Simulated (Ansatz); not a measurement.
A CCSD(T) single point on C2H6GeSe (`C[C]([GeH3])=[Se]`).

```yaml
crystal:
  periodic: [false, false, false]
  atoms:
    - {symbol: C, position_ang: [-0.812718, 1.154028, -0.394506]}
    - {symbol: C, position_ang: [-0.431343, -0.278068, -0.515869]}
    - {symbol: Ge, position_ang: [1.005527, -0.918778, 0.664369]}
    - {symbol: Se, position_ang: [-1.200928, -1.383380, -1.649890]}
    - {symbol: H, position_ang: [-1.612830, 1.427253, -1.082956]}
    - {symbol: H, position_ang: [0.060178, 1.791853, -0.580702]}
    - {symbol: H, position_ang: [-1.127858, 1.372289, 0.633351]}
    - {symbol: H, position_ang: [1.264017, -2.404013, 0.410642]}
    - {symbol: H, position_ang: [0.583207, -0.675155, 2.126297]}
    - {symbol: H, position_ang: [2.272727, -0.086039, 0.389263]}
basis:
  gaussian: {orbitals: def2-TZVPP}
correlation: {method: ccsd_t}
output: {orbitals: {seedname: orbitals}}
```

```sh
$ ansatz run in.yaml --threads 2 --pin off --events-out ev --progress --plain --max-ram 22528MiB --backend cuda --devices 0, --max-vram 18GiB
```

Output of Ansatz, abridged:

```
Functional definition: HF
1484 factors; integrals over basis functions are off by at most 8.5e-4 eV
mean field evaluation 1: about -123929.8046 eV, gradient 2.5e1 eV
mean field evaluation 2: about -123929.9916 eV, gradient 2.5e1 eV
mean field evaluation 4: about -123932.2022 eV, gradient 3.8e0 eV
mean field evaluation 8: about -123932.2525 eV, gradient 3.3e-1 eV
mean field evaluation 32: about -123926.4372 eV, gradient 1.6e-1 eV
mean field evaluation 64: about -123926.4369 eV, gradient 5.4e-4 eV
mean field -123932.25300705 eV, -4554.4262937107 hartree, gradient 4.6e-6 eV, S^2 0.000000; 0 other end points of the search recorded, 0 dependent functions left out; unrestricted orbitals would lower it
20 core orbitals not correlated: weight in the atoms' cores, before any rotation towards them, 1.000 or more for the frozen orbitals, at most 0.000 for the correlated occupied ones
reference -123932.25300705 eV, -4554.4262937107 hartree; 22, 22 occupied and 200, 200 virtual orbitals, 1484 factors
second order -23.72418986 eV of doubles, -0.00000000 eV of singles
cycle   1  -23.56560656 eV  change    1.6e-1 eV  update   1.3e-1
cycle   2  -24.34365748 eV  change   -7.8e-1 eV  update   4.3e-2
cycle   3  -24.50751028 eV  change   -1.6e-1 eV  update   2.4e-2
cycle   4  -24.48781157 eV  change    2.0e-2 eV  update   8.0e-3
cycle   5  -24.48676411 eV  change    1.0e-3 eV  update   4.4e-3
cycle   6  -24.48833413 eV  change   -1.6e-3 eV  update   1.3e-3
cycle   7  -24.48783728 eV  change    5.0e-4 eV  update   5.0e-4
cycle   8  -24.48803161 eV  change   -1.9e-4 eV  update   1.5e-4
cycle   9  -24.48809207 eV  change   -6.0e-5 eV  update   5.3e-5
cycle  10  -24.48806157 eV  change    3.0e-5 eV  update   1.6e-5
perturbative correction -1.06712362 eV, -0.0392160698 hartree
Total energy: -123957.80819224 eV, -4555.3654294445 hartree
```

Run time 7.5 s (2 threads of an AMD EPYC 7R13 on a shared host and a share of an NVIDIA H100 80 GB); peak host memory 1 GiB.

Correlation energy per correlated electron: -0.581 eV. T1 diagnostic: 0.0145.
